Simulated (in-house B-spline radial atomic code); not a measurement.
Results of a calculation; reference values are marked as such.
What the choice of pseudopotential does to G0W0 on PBE: Cs⁺

All numbers come from an all-electron radial atomic-structure program (B-spline basis), non-relativistic (model numbers for so heavy an element), configuration [Kr] 4d10 5s2 5p6, open shells at high spin. Semilocal Troullier-Martins pseudo-atoms, one channel per l, are made with PBE or LDA for several valence sets and radii, with or without a model core, and set against the all-electron atom. One channel fits only the lowest state of its l, so a second state of that l is approximate. All electrons give 5p: PBE -18.649 eV, G0W0 -23.542 eV. Potentials are made in the ion's own configuration unless the neutral atom is named, and a smooth local potential serves every l without a channel. Potentials that miss their own reference levels by more than 6 millihartree, or need radii over 3.5 bohr, are left out. Columns give pseudo minus all-electron, in eV; a dash marks a level in the core or of low weight.

```json
{"valence": "5p", "made with": "PBE, neutral atom", "radii (bohr)": "s 3.40 p 1.81 d 3.05", "model core (bohr)": "none", "5p PBE": "+0.02", "5p G0W0": "+0.82"}
{"valence": "5p", "made with": "PBE, neutral atom", "radii (bohr)": "s 3.40 p 2.35 d 3.40", "model core (bohr)": "none", "5p PBE": "+0.02", "5p G0W0": "+0.81"}
{"valence": "5p", "made with": "PBE, neutral atom", "radii (bohr)": "s 3.40 p 1.81 d 3.05", "model core (bohr)": "1.41", "5p PBE": "+0.01", "5p G0W0": "+0.81"}
{"valence": "5p", "made with": "PBE, neutral atom", "radii (bohr)": "s 3.40 p 2.08 d 3.40", "model core (bohr)": "1.41", "5p PBE": "+0.01", "5p G0W0": "+0.81"}
{"valence": "5s 5p", "made with": "PBE", "radii (bohr)": "s 1.29 p 1.45 d 2.17", "model core (bohr)": "none", "5p PBE": "0.00", "5p G0W0": "+0.16"}
{"valence": "5s 5p", "made with": "PBE, neutral atom", "radii (bohr)": "s 1.85 p 2.08 d 3.40", "model core (bohr)": "none", "5p PBE": "-0.03", "5p G0W0": "+0.14"}
{"valence": "5s 5p", "made with": "PBE, neutral atom", "radii (bohr)": "s 1.45 p 1.63 d 2.75", "model core (bohr)": "1.29", "5p PBE": "-0.04", "5p G0W0": "+0.11"}
{"valence": "5s 5p", "made with": "PBE", "radii (bohr)": "s 1.61 p 1.81 d 2.71", "model core (bohr)": "1.29", "5p PBE": "0.00", "5p G0W0": "+0.16"}
{"valence": "5s 5p", "made with": "PBE", "radii (bohr)": "s 1.85 p 2.08 d 3.11", "model core (bohr)": "1.29", "5p PBE": "0.00", "5p G0W0": "+0.17"}
{"valence": "4d 5s 5p", "made with": "PBE, neutral atom", "radii (bohr)": "s 1.45 p 1.63 d 0.65", "model core (bohr)": "none", "5p PBE": "-0.04", "5p G0W0": "-0.64"}
{"valence": "4d 5s 5p", "made with": "PBE", "radii (bohr)": "s 2.09 p 2.35 d 0.94", "model core (bohr)": "none", "5p PBE": "0.00", "5p G0W0": "-0.65"}
{"valence": "4d 5s 5p", "made with": "PBE", "radii (bohr)": "s 1.29 p 1.45 d 0.58", "model core (bohr)": "0.54", "5p PBE": "0.00", "5p G0W0": "-0.56"}
{"valence": "4d 5s 5p", "made with": "PBE, neutral atom", "radii (bohr)": "s 1.85 p 2.08 d 0.83", "model core (bohr)": "0.54", "5p PBE": "-0.03", "5p G0W0": "-0.64"}
{"valence": "4d 5s 5p", "made with": "PBE, neutral atom", "radii (bohr)": "s 2.09 p 2.35 d 0.94", "model core (bohr)": "0.54", "5p PBE": "-0.06", "5p G0W0": "-0.71"}
```

How does the G0W0 shift of 5p, which all sets hold, depend on the valence set?

Mean size: 5s 5p: 0.15 eV; 4d 5s 5p: 0.64 eV; 5p: 0.81 eV. A larger valence set can do worse when it takes only part of a shell, whose exchange with the frozen rest is then left to the functional. The means mix radii and the functional used in making the potentials.
